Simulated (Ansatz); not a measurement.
Program: Ansatz. Geometries: PBE0-D4/def2-TZVP. ΔE: electronic, gas phase. CBS: MP2 limit from def2 TZ/QZ plus the TZ coupled-cluster correction, frozen cores. This one scheme is used for every species. Functionals use def2-TZVPP. One conformer a species, not always the lowest.

Consider the cleavage of the Si–Si bond: `[SiH3][SiH2]Cl` + `CC(=N)[SiH3]` → `C/C([SiH3])=N\[SiH3]` + `[SiH3]Cl`.

`[SiH3][SiH2]Cl`:

Cartesian coordinates in Å:
```
Si -1.154 -0.197 -0.286
Si 1.106 0.235 0.128
Cl 1.531 -0.284 2.081
H -1.483 0.168 -1.691
H -1.992 0.609 0.639
H -1.433 -1.641 -0.077
H 1.992 -0.564 -0.755
H 1.432 1.674 -0.038
```

`CC(=N)[SiH3]`:

```xyz
11

C    -0.050    0.752   -1.347
C     0.004    0.526    0.133
N     0.030    1.536    0.907
Si    0.031   -1.265    0.770
H     0.812    0.290   -1.838
H    -0.062    1.821   -1.563
H    -0.943    0.284   -1.775
H     0.066    1.255    1.888
H     0.090   -1.220    2.255
H     1.215   -1.990    0.236
H    -1.192   -1.990    0.333
```

`C/C([SiH3])=N\[SiH3]`:

Cartesian coordinates in Å:
```
C 1.259 -0.210 0.877
C -0.092 0.168 0.344
Si -1.338 1.091 1.461
N -0.533 -0.067 -0.819
Si 0.117 -0.852 -2.220
H 1.793 0.687 1.206
H 1.862 -0.737 0.136
H 1.145 -0.840 1.765
H -0.758 1.403 2.797
H -2.532 0.228 1.642
H -1.726 2.356 0.789
H -0.801 -1.972 -2.546
H 0.098 0.147 -3.317
H 1.504 -1.400 -2.116
```

`[SiH3]Cl`:

Z-matrix (Å, degrees):
```
Si
Cl 1 2.054
H 1 1.481 2 108.5
H 1 1.481 2 108.5 3 -120.0
H 1 1.481 2 108.5 3 120.0
```

**Question.** Is it downhill or uphill in electronic energy at CCSD(T)/CBS, and by how much? (An estimate is asked.)

**Answer.** The calculation gave: Downhill: ΔE = -24.4 kJ/mol.

**Question.** What do these levels give: PBE-D4, ωB97X-V, ωB97M-V, CCSD/def2-TZVPP, CCSD(T)/def2-TZVPP, HF/CBS(def2)? (An estimate is asked.)

**Answer.** Computed: PBE-D4 -11.1, ωB97X-V -22.7, ωB97M-V -28.1, CCSD/def2-TZVPP -25.5, CCSD(T)/def2-TZVPP -24.7, HF/CBS(def2) -39.5 kJ/mol.

Largest T1 diagnostic among the species: 0.013.

From PBE to PBE0 (25 % exact exchange), in def2-TZVPP and without D4, ΔE moves by −3.6 kJ/mol. In def2-TZVPP, CCSD(T) changes the Hartree–Fock value by +13.5 kJ/mol (the triples alone add +0.8 kJ/mol) and MP2 by +4.4 kJ/mol.
